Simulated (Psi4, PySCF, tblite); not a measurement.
Approach curve of the dimer BCl3 ··· H3O+ (SMILES ClB(Cl)Cl and [OH3+]) (charge +1), singlet. Monomers: optimised at B3LYP-D3(BJ) (def2-TZVP), held rigid. Orientation: a higher rigid-body minimum at GFN2-xTB. Only R, the distance of the centres of mass, is varied, so the lowest point isn't the relaxed dimer.

Geometry at R = 4.52 Å (first 4 atoms: monomer A):
```
8

Cl    -0.8376     1.5310     0.0067
B      0.0003     0.0000    -0.0005
Cl    -0.9077    -1.4904     0.0064
Cl     1.7450    -0.0406    -0.0126
O     -0.7768     4.4579    -0.1258
H     -0.6603     3.4840    -0.0995
H     -1.0965     4.8352     0.7216
H     -1.2831     4.7689    -0.9065
```

Methods: GFN2-xTB (tblite); RKS-B3LYP/6-31G* = restricted B3LYP/6-31G*, spherical d, no counterpoise correction (PySCF); RHF/LANL2DZ = restricted Hartree-Fock/LANL2DZ, with its core potentials past Ne, no counterpoise correction in PySCF 2.14.0; SAPT0/jun-cc-pVDZ, frozen core (Psi4).

Interaction energies in kJ/mol; the last columns give the difference from SAPT0:

| R / Å | GFN2-xTB | RKS-B3LYP/6-31G* | RHF/LANL2DZ | SAPT0/jun-cc-pVDZ | GFN2-xTB − SAPT0/jun-cc-pVDZ | RKS-B3LYP/6-31G* − SAPT0/jun-cc-pVDZ | RHF/LANL2DZ − SAPT0/jun-cc-pVDZ |
|---|---|---|---|---|---|---|---|
| 4.12 | -32.77 | 14.53 | 52.55 | 21.79 | -54.56 | -7.25 | 30.77 |
| 4.29 | -65.40 | -18.06 | 8.86 | -7.98 | -57.42 | -10.08 | 16.84 |
| 4.52 | -80.25 | -33.43 | -17.15 | -21.84 | -58.41 | -11.59 | 4.69 |
| 4.74 | -73.51 | -34.24 | -24.37 | -23.33 | -50.18 | -10.91 | -1.05 |
| 4.94 | -62.83 | -30.51 | -24.40 | -21.32 | -41.51 | -9.18 | -3.07 |
| 5.25 | -47.55 | -22.70 | -20.37 | -16.74 | -30.81 | -5.96 | -3.63 |
| 5.51 | -37.81 | -16.77 | -16.50 | -13.13 | -24.68 | -3.64 | -3.37 |
| 6.03 | -25.00 | -8.92 | -10.58 | -8.02 | -16.98 | -0.90 | -2.56 |
| 6.72 | -15.52 | -4.37 | -6.16 | -4.51 | -11.02 | 0.13 | -1.65 |
| 7.73 | -8.52 | -2.13 | -3.38 | -2.33 | -6.19 | 0.19 | -1.06 |
| 8.99 | -4.56 | -1.12 | -1.91 | -1.22 | -3.34 | 0.11 | -0.68 |

GFN2-xTB is furthest from SAPT0/jun-cc-pVDZ at 4.52 (-58.41 kJ/mol, below); its mean absolute difference over the points is 32.28 kJ/mol.

RKS-B3LYP/6-31G* is furthest from SAPT0/jun-cc-pVDZ at 4.52 (-11.59 kJ/mol, below); its mean absolute difference over the points is 5.45 kJ/mol.

RHF/LANL2DZ is furthest from SAPT0/jun-cc-pVDZ at 4.12 (30.77 kJ/mol, above); its mean absolute difference over the points is 6.31 kJ/mol.
